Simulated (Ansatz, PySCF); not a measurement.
MoCl3H3, SMILES [Cl][MoH3]([Cl])[Cl], multiplicity 1. Atoms are numbered in the order given.

```xyz
7

Mo     0.0000     0.0000    -0.1751
Cl     1.9294     1.1139     0.2265
Cl     0.0001    -2.2279     0.2265
Cl    -1.9294     1.1140     0.2265
H     -0.7716    -0.4455    -1.5391
H      0.7716    -0.4455    -1.5391
H      0.0000     0.8910    -1.5391
```

Geometry: PBE0-D3(BJ)/def2-SVP. The spin state was assumed, not searched. The structure was generated by enumeration; whether it is a known compound was not checked. The def2 effective core potentials stand for the cores of Mo; spin–orbit coupling is left out.

Two levels are set side by side: PBE-D3(BJ)/def2-SVP (Ansatz, a quantum-chemistry and plane-wave program) and PBE0-D3(BJ)/def2-SVP (Ansatz). Each level has its own optimised geometry; the coordinates shown are those of the second. Frequencies come from the Hessian of PySCF at each geometry. Differences are taken from unrounded values.

| quantity | PBE0-D3(BJ) |
|---|---|
| mean bond length (Å) | 1.946 |
| bond Mo1–Cl2 (Å) | 2.264 |
| bond Mo1–Cl3 (Å) | 2.264 |
| bond Mo1–Cl4 (Å) | 2.264 |
| bond Mo1–H5 (Å) | 1.629 |
| bond Mo1–H6 (Å) | 1.629 |
| bond Mo1–H7 (Å) | 1.629 |
| highest harmonic wavenumber (cm⁻¹) | 2141 |
| mean harmonic wavenumber (cm⁻¹) | 837 |
| zero-point energy (kcal/mol) | 17.95 |

### Question
What does PBE-D3(BJ) give, and how far is it from PBE0-D3(BJ)? (The exact figures need the calculation; the answer reports its results.)

### Answer

```
quantity                            PBE-D3(BJ)  PBE-D3(BJ) minus PBE0-D3(BJ)
----------------------------------  ----------  ----------------------------
mean bond length (Å)                     1.963                         0.017
bond Mo1–Cl2 (Å)                         2.276                         0.012
bond Mo1–Cl3 (Å)                         2.276                         0.012
bond Mo1–Cl4 (Å)                         2.276                         0.012
bond Mo1–H5 (Å)                          1.651                         0.021
bond Mo1–H6 (Å)                          1.651                         0.021
bond Mo1–H7 (Å)                          1.651                         0.021
highest harmonic wavenumber (cm⁻¹)        2039                          -102
mean harmonic wavenumber (cm⁻¹)            809                           -28
zero-point energy (kcal/mol)             17.36                         -0.60
```

GGA bonds tend to be longer and softer than those of functionals with exact exchange. Differences between two approximate levels are no errors against the true value.
